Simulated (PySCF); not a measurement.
Structure elucidation problem

The spectra below were simulated for a compound C$_{3}$H$_{12}$N$_{2}$OSi$_{2}$.

1H NMR (300 MHz, computed): δ 4.66 (br s, 1H), 3.65 (s, 3H), 1.93 (s, 3H), 0.27 (s, 3H), 0.12 (br s, 2H).

13C{1H} NMR (computed): δ 177.5 (C), 26.1 (CH3), 2.8 (CH3).

In vacuum, non-relativistic, averaged over atoms made equivalent by symmetry, fast rotation or ring inversion, one computed conformer. GIAO PBE0/pcSseg-1 shieldings; geometry: GFN2-xTB; PySCF 2.14.

References, each an isolated molecule treated in the same way: TMS for 1H and 13C.

Deduce the structure.

## Answers


1. The formula gives 1 degree of unsaturation (no ring in the answer).
2. 3 carbon signals for 3 carbons: no two carbons are equivalent.
3. Carbon types of the structure: 1 × C, 2 × CH3, leaving 6 H on heteroatoms.
4. δC 177.5: amide carbonyl carbon; lone-pair donation from the attached heteroatom keeps it upfield of a ketone carbonyl.
5. δC 26.1: methyl carbon α to a carbonyl; α to the electron-withdrawing carbonyl group.
6. δC 2.8: methyl carbon bonded to Si; an electropositive neighbour leaves it electron-rich and shielded.
7. δH 4.66: hydrogen on an amide-type nitrogen; labile proton, position sensitive to the medium.
8. δH 1.93: hydrogen on a methyl carbon α to a carbonyl; α to C=O.
9. δH 0.27: hydrogen on a methyl carbon bonded to Si; an electropositive neighbour shields it, as in TMS itself.
10. δH 0.12: hydrogen on a nitrogen bonded to Si; exchangeable, gas-phase position.

These data were computed for SMILES CC(=O)N[Si@](C)(N)[SiH3].

The data come from this structure; uniqueness wasn't tested.

The OH or NH signal is concentration- and solvent-dependent in practice; the value given is the gas-phase one. Shifts are as computed. Against solution values, carbons near 30 ppm lie about +3 ppm off and those near 130 ppm about +5 ppm. Of 1309 compounds with measured shifts, 239 miss one by over three times the rms of a fit or turn the order of signals round; such compounds aren't used in these exercises. Hydrogen bonding in solution deshields acid and N–H amide carbonyl carbons by as much as 10 ppm beyond these values. No couplings were computed; multiplicities are counted from neighbouring protons, with m where these are inequivalent, close in shift, in a saturated or five-membered ring or joined by F or P, and br s for small geminal =CH2 splittings.
